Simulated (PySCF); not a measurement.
Input of a response calculation (the driver script's job line, then coordinates in Å):

```
{"job": {"kind": "uv", "xc": "CAM-B3LYP", "basis": "def2-SVPD", "nstates": 8, "ntriplets": 3}, "charge": 0, "multiplicity": 1}
B      1.894030    -1.175671     0.075442
C      1.108101     0.171769     0.288530
B      1.831859     1.174104    -0.685969
C     -0.323683     0.072330     0.099872
C     -1.511984    -0.009479    -0.040225
C     -2.947944    -0.103361    -0.210190
H      1.414122    -2.050217    -0.533900
H      2.968920    -1.290862     0.521412
H      1.315188     0.509246     1.310782
H      1.316123     1.506451    -1.680719
H      2.895045     1.576544    -0.411186
H     -3.454722     0.205878     0.704387
H     -3.233713    -1.130396    -0.439263
H     -3.272020     0.543189    -1.026119
```

The program printed:

```
coarse grid: 11480 points
cycle   1  E = -206.4708025260  dE =  6.455e-01  |g| = 3.114e-01  |ddm| = 1.196e+01
cycle   2  E = -206.4922821564  dE = -2.148e-02  |g| = 1.850e-01  |ddm| = 3.627e+00
cycle   3  E = -206.5019454218  dE = -9.663e-03  |g| = 3.734e-02  |ddm| = 5.748e-01
cycle   4  E = -206.5023500205  dE = -4.046e-04  |g| = 1.426e-02  |ddm| = 1.964e-01
cycle   5  E = -206.5023876963  dE = -3.768e-05  |g| = 7.860e-03  |ddm| = 5.245e-02
cycle   6  E = -206.5024028413  dE = -1.515e-05  |g| = 9.213e-04  |ddm| = 2.410e-02
cycle   7  E = -206.5024031414  dE = -3.001e-07  |g| = 3.115e-04  |ddm| = 3.838e-03
final grid: 110224 points
cycle   8  E = -206.5481101831  dE = -3.001e-05  |g| = 3.391e-03  |ddm| = 1.632e-01
cycle   9  E = -206.5481110708  dE = -8.877e-07  |g| = 2.958e-03  |ddm| = 1.826e-02
cycle  10  E = -206.5481132068  dE = -2.136e-06  |g| = 3.487e-04  |ddm| = 5.342e-03
cycle  11  E = -206.5481132243  dE = -1.747e-08  |g| = 2.425e-04  |ddm| = 1.003e-03
cycle  12  E = -206.5481132386  dE = -1.428e-08  |g| = 3.966e-05  |ddm| = 6.330e-04
cycle  13  E = -206.5481132390  dE = -4.845e-10  |g| = 6.708e-06  |ddm| = 1.373e-04
converged SCF energy = -206.5481132390

Static polarisability (au): isotropic 74.946, principal 57.217 65.811 101.808

Singlet excitations
state   eV       nm        f      main configurations
  1   3.8550    321.6   0.00250   H->L 0.96
  2   4.3739    283.5   0.02484   H-1->L 0.98
  3   5.6623    219.0   0.00078   H-2->L 0.79, H->L+1 0.13
  4   5.6806    218.3   0.00479   H-3->L 0.86
  5   5.9153    209.6   0.00030   H->L+1 0.76, H-2->L 0.13
  6   6.3266    196.0   0.00415   H-1->L+1 0.56, H-4->L 0.28
  7   6.4937    190.9   0.00774   H->L+2 0.46, H->L+5 0.14, H->L+6 0.12
  8   6.6422    186.7   0.01136   H-4->L 0.49, H-1->L+1 0.33

Triplet excitations (Tamm-Dancoff, eV): 3.5547 4.1403 5.0564
```

Method used: PySCF, TDDFT CAM-B3LYP/def2-SVPD, vertical, gas phase, core orbitals frozen in the response. Isolated species at its GFN2-xTB geometry (one conformer only).

**Question.** What is the polarisability anisotropy, √(½[(α1 − α2)² + (α2 − α3)² + (α3 − α1)²])?

**Answer.** 40.98 au.

**Question.** What share of the summed oscillator strength falls to the strongest level in this window?

**Answer.** State 2 at 283 nm: 0.0248 of 0.0565, or 44%.

**Question.** How much of the mean polarisability do the listed states account for?

**Answer.** The sum over states Σ f/ΔE² (ΔE in hartree) gives 1.62 au, 2% of the total; the rest comes from higher roots of the same response equations.

**Question.** What is the total energy of state 3 at this geometry?

**Answer.** -206.54811 + 0.20809 = -206.34002 hartree.

**Question.** How many basis functions and electrons does this run hold?

**Answer.** 184 basis functions for 42 electrons in 21 doubly occupied orbitals.

**Question.** Which species is it?

**Answer.** `BC(B)C#CC` (C4H8B2), point group Cs.

The SCF starts on a coarse grid; the energy jumps when the final grid takes over, and dE counts afresh there. H and L stand for HOMO and LUMO.
